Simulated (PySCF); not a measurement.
r2SCAN on Mo⁺ (molybdenum, charge +1), [Kr] 4d4 5s1, 5s spin antiparallel (an excited configuration). Computed with PySCF 2.14 in aug-cc-pwCVTZ-PP with ECP28MDF (8s8p7d4f3g, 122 functions), with scalar relativity through the core potential.

```
cycle= 1 E= -67.5391035366503  delta_E= -0.0114  |g|= 0.0384  |ddm|= 0.509
cycle= 2 E= -67.5450844776946  delta_E= -0.00598  |g|= 0.0329  |ddm|= 0.338
cycle= 3 E= -67.5472843063126  delta_E= -0.0022  |g|= 0.023  |ddm|= 0.135
cycle= 4 E= -67.5496379458397  delta_E= -0.00235  |g|= 0.0162  |ddm|= 0.235
cycle= 5 E= -67.5501000529331  delta_E= -0.000462  |g|= 0.00664  |ddm|= 0.0982
cycle= 6 E= -67.5501265751902  delta_E= -2.65e-05  |g|= 0.00754  |ddm|= 0.0347
cycle= 7 E= -67.550183102181  delta_E= -5.65e-05  |g|= 0.00156  |ddm|= 0.0398
cycle= 8 E= -67.5501846274469  delta_E= -1.53e-06  |g|= 0.000162  |ddm|= 0.00612
cycle= 9 E= -67.550184643688  delta_E= -1.62e-08  |g|= 7.17e-05  |ddm|= 0.000734
cycle= 10 E= -67.5501846463463  delta_E= -2.66e-09  |g|= 4.8e-06  |ddm|= 0.000176
cycle= 11 E= -67.5501846463672  delta_E= -2.09e-11  |g|= 4.04e-07  |ddm|= 2.05e-05
converged SCF energy = -67.5501846463672  <S^2> = 4.5291339  2S+1 = 4.372246
```

Highest occupied orbital energy: -10.772 eV; ⟨L²⟩ = 9.33; populations by l: s 2.59, p 6.00, d 4.41, f 0.00.

Q: Can this result be used?

A: Not for this state. The run converged. ⟨L²⟩ = 9.33 against 6 for a pure D term, so this real determinant mixes terms. Energies and moments cover only the electrons outside the core potential. With the s spin flipped the determinant is a mixture of two multiplicities, not a spectroscopic state. The s, p, d and f populations moved away from the nominal configuration during the SCF.
